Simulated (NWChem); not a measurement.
System: hexafluorocyclobutene (C4F6); SMILES FC1=C(F)C(F)(F)C1(F)F

The following NWChem deck was run.

```
start job
memory heap 200 mb stack 900 mb global 1100 mb
geometry units angstroms noautoz
  F      1.590591     0.000000     1.885583
  C      0.670772     0.000000     0.965309
  C     -0.670772     0.000000     0.965309
  F     -1.590591     0.000000     1.885583
  C     -0.781149     0.000000    -0.530808
  F     -1.334956    -1.082814    -1.087172
  F     -1.334956     1.082814    -1.087172
  C      0.781149     0.000000    -0.530808
  F      1.334956     1.082814    -1.087172
  F      1.334956    -1.082814    -1.087172
end
basis spherical
  * library def2-tzvpp
end
dft
  xc b3lyp
  iterations 150
  semidirect filesize 400000000
  mulliken
end
task dft energy
```

NWChem printed, in part:

```
             Northwest Computational Chemistry Package (NWChem) 7.3.0
             --------------------------------------------------------

 C2V symmetry detected

                             Geometry "geometry" -> ""
                             -------------------------

 Output coordinates in angstroms (scale by  1.889725989 to convert to a.u.)

  No.       Tag          Charge          X              Y              Z
 ---- ---------------- ---------- -------------- -------------- --------------
    1 F                    9.0000     1.59059100     0.00000000     1.88537385
    2 C                    6.0000     0.67077200     0.00000000     0.96509985
    3 C                    6.0000    -0.67077200     0.00000000     0.96509985
    4 F                    9.0000    -1.59059100     0.00000000     1.88537385
    5 C                    6.0000    -0.78114900     0.00000000    -0.53101715
    6 F                    9.0000    -1.33495600    -1.08281400    -1.08738115
    7 F                    9.0000    -1.33495600     1.08281400    -1.08738115
    8 C                    6.0000     0.78114900     0.00000000    -0.53101715
    9 F                    9.0000     1.33495600     1.08281400    -1.08738115
   10 F                    9.0000     1.33495600    -1.08281400    -1.08738115

 Effective nuclear repulsion energy (a.u.)     597.5175865771

      Symmetry information
      --------------------

 Group name             C2v
 Group number             16
 Group order               4
 No. of unique centers     4

                                 NWChem DFT Module
                                 -----------------

 Summary of "ao basis" -> "ao basis" (spherical)
 ------------------------------------------------------------------------------
       Tag                 Description            Shells   Functions and Types
 ---------------- ------------------------------  ------  ---------------------
 F                         def2-tzvpp               11       31   5s3p2d1f
 C                         def2-tzvpp               11       31   5s3p2d1f

      Symmetry analysis of basis
      --------------------------

        a1         94
        a2         61
        b1         94
        b2         61

            General Information
            -------------------
          SCF calculation type: DFT
          Wavefunction type:  closed shell.
          No. of atoms     :    10
          No. of electrons :    78
           Alpha electrons :    39
            Beta electrons :    39
          Charge           :     0
          Spin multiplicity:     1
          Use of symmetry is: on ; symmetry adaption is: on
          Maximum number of iterations: 150
          AO basis - number of functions:   310
                     number of shells:   110
          Convergence on energy requested:  1.00D-06
          Convergence on density requested:  1.00D-05
          Convergence on gradient requested:  5.00D-04

              XC Information
              --------------
                         B3LYP Method XC Potential
                     Hartree-Fock (Exact) Exchange  0.200
                        Slater Exchange Functional  0.800 local
                    Becke 1988 Exchange Functional  0.720 non-local
              Lee-Yang-Parr Correlation Functional  0.810
                  VWN I RPA Correlation Functional  0.190 local

             Grid Information
             ----------------
          Grid used for XC integration:  medium
          Radial quadrature: Mura-Knowles
          Angular quadrature: Lebedev.
          Tag              B.-S. Rad. Rad. Pts. Rad. Cut. Ang. Pts.
          ---              ---------- --------- --------- ---------
          F                   0.50       49          10.0       434
          C                   0.70       49           8.0       434
          Grid pruning is: on
          Number of quadrature shells:   196
          Spatial weights used:  Erf1

      Superposition of Atomic Density Guess
      -------------------------------------

 Sum of atomic energies:        -747.19378302

      Non-variational initial energy
      ------------------------------

 Total energy =    -751.200780
 1-e energy   =   -2228.510937
 2-e energy   =     879.792571
 HOMO         =      -0.285869
 LUMO         =       0.068689

      Symmetry analysis of molecular orbitals - initial
      -------------------------------------------------

  Numbering of irreducible representations:

     1 a1          2 a2          3 b1          4 b2

  Orbital symmetries:

     1 a1          2 b1          3 a1          4 b1          5 b2
     6 a2          7 a1          8 b1          9 a1         10 b1
    11 a1         12 b1         13 a1         14 b1         15 b2
    16 a2         17 a1         18 a1         19 b1         20 b1
    21 a1         22 b2         23 a1         24 a2         25 a1
    26 b1         27 b2         28 a2         29 a1         30 b1
    31 b1         32 b2         33 a2         34 b2         35 a2
    36 a1         37 b1         38 a1         39 b2         40 a2
    41 a1         42 b2         43 b1         44 a1         45 b1
    46 a1         47 a1         48 b1         49 b2

------------------------------------------------------------
EAF file 0: "./job.aoints.0" size=1264058368 bytes
------------------------------------------------------------
               write      read    awrite     aread      wait
               -----      ----    ------     -----      ----
     calls:     2411         0         0         0         0
   data(b): 1.26e+09  0.00e+00  0.00e+00  0.00e+00
   time(s): 0.00e+00  0.00e+00  0.00e+00  0.00e+00  0.00e+00
rate(mb/s): 0.00e+00  0.00e+00
------------------------------------------------------------

     ---------------------------------------------
      Total Density - Mulliken Population Analysis
     ---------------------------------------------

    Atom       Charge   Shell Charges
 -----------   ------   -------------------------------------------------------
    1 F    9     9.32   0.77  1.20  0.60  1.00  0.31  2.31  2.30  0.81  0.00  0.01  0.00
    2 C    6     5.71   0.86  1.12  0.54  0.54  0.15  1.04  1.11  0.22  0.04  0.07  0.02
    3 C    6     5.71   0.86  1.12  0.54  0.54  0.15  1.04  1.11  0.22  0.04  0.07  0.02
    4 F    9     9.32   0.77  1.20  0.60  1.00  0.31  2.31  2.30  0.81  0.00  0.01  0.00
    5 C    6     5.22   0.85  1.12  0.49  0.60 -0.01  0.88  0.92  0.13  0.05  0.16  0.02
    6 F    9     9.38   0.77  1.20  0.61  1.00  0.31  2.33  2.31  0.82  0.00  0.01  0.00
    7 F    9     9.38   0.77  1.20  0.61  1.00  0.31  2.33  2.31  0.82  0.00  0.01  0.00
    8 C    6     5.22   0.85  1.12  0.49  0.60 -0.01  0.88  0.92  0.13  0.05  0.16  0.02
    9 F    9     9.38   0.77  1.20  0.61  1.00  0.31  2.33  2.31  0.82  0.00  0.01  0.00
   10 F    9     9.38   0.77  1.20  0.61  1.00  0.31  2.33  2.31  0.82  0.00  0.01  0.00

   convergence    iter        energy       DeltaE   RMS-Dens  Diis-err
 ---------------- ----- ----------------- --------- --------- ---------
 d= 0,ls=0.0,diis     1   -751.4162949057 -1.35D+03  6.20D-03  3.54D+00
 d= 0,ls=0.0,diis     2   -751.0709903062  3.45D-01  3.76D-03  8.03D+00
 d= 0,ls=0.0,diis     3   -751.7075941839 -6.37D-01  1.18D-03  2.22D-01
 d= 0,ls=0.0,diis     4   -751.7201722404 -1.26D-02  4.37D-04  2.78D-02
 d= 0,ls=0.0,diis     5   -751.7218871496 -1.71D-03  9.54D-05  2.97D-03
  Resetting Diis
 d= 0,ls=0.0,diis     6   -751.7220916287 -2.04D-04  2.70D-05  6.73D-05
 d= 0,ls=0.0,diis     7   -751.7220970401 -5.41D-06  9.75D-06  3.95D-06
 d= 0,ls=0.0,diis     8   -751.7220969297  1.10D-07  5.70D-06  5.31D-06

         Total DFT energy =     -751.722096929725
      One electron energy =    -2229.078109569798
           Coulomb energy =      964.432066218401
    Exchange-Corr. energy =      -84.593640155401
 Nuclear repulsion energy =      597.517586577074

 Numeric. integr. density =       78.000005364568

                  Occupations of the irreducible representations
                  ----------------------------------------------

                     irrep           alpha         beta
                     --------     --------     --------
                     a1               14.0         14.0
                     a2                6.0          6.0
                     b1               12.0         12.0
                     b2                7.0          7.0

                       DFT Final Molecular Orbital Analysis
                       ------------------------------------

 Vector   37  Occ=2.000000D+00  E=-4.181448D-01  Symmetry=b1
              MO Center=  4.0D-14,  2.2D-14, -2.3D-01, r^2= 3.8D+00
   Bfn.  Coefficient  Atom+Function         Bfn.  Coefficient  Atom+Function
  ----- ------------  ---------------      ----- ------------  ---------------
    35      0.247725   2 C  s                66     -0.247725   3 C  s
   163      0.194508   6 F  pz              194      0.194508   7 F  pz
   256     -0.194508   9 F  pz              287     -0.194508  10 F  pz
    36      0.164022   2 C  s                67     -0.164022   3 C  s
   166      0.157250   6 F  pz              197      0.157250   7 F  pz

 Vector   38  Occ=2.000000D+00  E=-3.498109D-01  Symmetry=a1
              MO Center= -3.4D-15,  9.4D-15, -3.2D-01, r^2= 3.2D+00
   Bfn.  Coefficient  Atom+Function         Bfn.  Coefficient  Atom+Function
  ----- ------------  ---------------      ----- ------------  ---------------
   130      0.184961   5 C  px              223     -0.184961   8 C  px
   133      0.154982   5 C  px              226     -0.154982   8 C  px
   161     -0.144271   6 F  px              192     -0.144271   7 F  px
   254      0.144271   9 F  px              285      0.144271  10 F  px
    39      0.126482   2 C  pz               70      0.126482   3 C  pz

[...]
```

Level: B3LYP/def2-TZVPP. The geometry was optimised at PBE0/def2-SVP.
